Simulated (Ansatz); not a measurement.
Ideal-gas functions of CH₃GeNO, SMILES `N=[C]1[O][GeH2]1` at 500 K and 1 bar, from an Ansatz frequency run at PBE0-D4/def2-TZVP.

Molar mass 117.65 g/mol, point group Cs (symmetry number 1), electronic degeneracy 1, moments of inertia 31.658, 155.869, 180.881 u Å². Harmonic wavenumbers (cm⁻¹, unscaled): 301, 320, 357, 563, 574, 623, 717, 766, 851, 1041, 1196, 1841, 2161, 2188, 3590.

Use S(trans) = R[1.5 ln M + 2.5 ln T − 1.1517]; rotational temperatures θ = 24.2544 K / I; S(rot) = R[ln(√π/σ · √(T³/θAθBθC)) + 1.5]; for each mode x = 1.438777 ν̃/T, S = R[x/(eˣ − 1) − ln(1 − e⁻ˣ)] and H = RT x/(eˣ − 1); 1 cm⁻¹ = 0.0119627 kJ/mol; R = 8.31446 J/(mol·K).

Task: By hand: the entropy, in J/(mol·K).

Result: Translation 179.1. Rotation: θ = 0.7661, 0.1556, 0.1341 K, giving 111.9. Vibration, mode by mode: 9.76, 9.29, 8.45, 5.16, 5.03, 4.49, 3.63, 3.25, 2.68, 1.74, 1.22, 0.26, 0.12, 0.11, 0.00, in all 55.2. Electronic 0.0. Sum 346.2 J/(mol·K).

Task: By hand: H − E and G − E in kJ/mol, counted from the electronic energy.

Result: Zero-point energy ½ × 17089 × 0.0119627 = 102.2; thermal vibration 17.0; translation, rotation and pV give 4 RT = 16.6. H − E = 135.8 kJ/mol, and G − E = 135.8 − 500 × 346.2/1000 = -37.3 kJ/mol.

Vibration gives 16 % of the entropy. The sum counts one conformer and one mirror image; others add a mixing term.
